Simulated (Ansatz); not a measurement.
`C[CH2][In]([Cl])[Cl]` + dimethylamine → `C[N](C)[In]([Cl])[Cl]` + ethane at 298.15 K and 1 bar (ligand exchange at the In–C bond).

Program: Ansatz. Geometries: PBE0-D4/def2-TZVP. ΔE: electronic, gas phase. CBS: MP2 limit from def2 TZ/QZ plus the TZ coupled-cluster correction, frozen cores. This one scheme is used for every species. def2 core potentials past Kr. For In outer-core shells are correlated without core-valence functions, which leaves a few kJ/mol of doubt a bond. Each species was taken in one conformer, which may not be the lowest.

```
                species  CCSD(T)/CBS energy (Eh)  H − E (kJ/mol)  S (J/(mol·K))
 `C[CH2][In]([Cl])[Cl]`              -1188.59496           199.8          406.5
                  `CNC`               -135.00321           256.9          271.4
`C[N](C)[In]([Cl])[Cl]`              -1243.88764           247.4          423.2
                   `CC`                -79.71954           207.7          227.7
```

H − E and S are ideal-gas, rigid-rotor, harmonic terms from PBE0-D4/def2-TZVP, for one conformer and one mirror image of each species. 1 Eh = 2625.50 kJ/mol, R = 8.31446 J/(mol·K).

**Question.** By hand: ΔE, ΔH, ΔS and ΔG.

**Answer.** ΔE = (-1243.88764) + (-79.71954) − (-1188.59496) − (-135.00321) = -0.00901 Eh = -23.7 kJ/mol. Δ(H − E) = 247.4 + 207.7 − 199.8 − 256.9 = -1.6, so ΔH = -25.3 kJ/mol. ΔS = 423.2 + 227.7 − 406.5 − 271.4 = -27.0 J/(mol·K). ΔG = -25.3 − 298.15 × (-27.0)/1000 = -17.2 kJ/mol.

**Question.** By hand: the equilibrium constant, and the temperature at which ΔG would vanish if ΔH and ΔS stayed fixed.

**Answer.** log₁₀ K = −ΔG/(RT ln 10) = 3.0. ΔG = 0 at ΔH/ΔS = 937 K.

ΔH outweighs TΔS. A doubt of 5 kJ/mol in ΔE shifts log₁₀ K by 0.9 here. Other conformers and mirror images would add mixing entropy, several J/(mol·K) or more a flexible species. Modes under 60 cm⁻¹, often nearly free rotors, make the harmonic entropy too high. These are equilibria of isolated gas molecules and say nothing of rates. Largest T1 diagnostic: 0.014 (customary marks: 0.02 for closed shells, 0.045 for open ones).
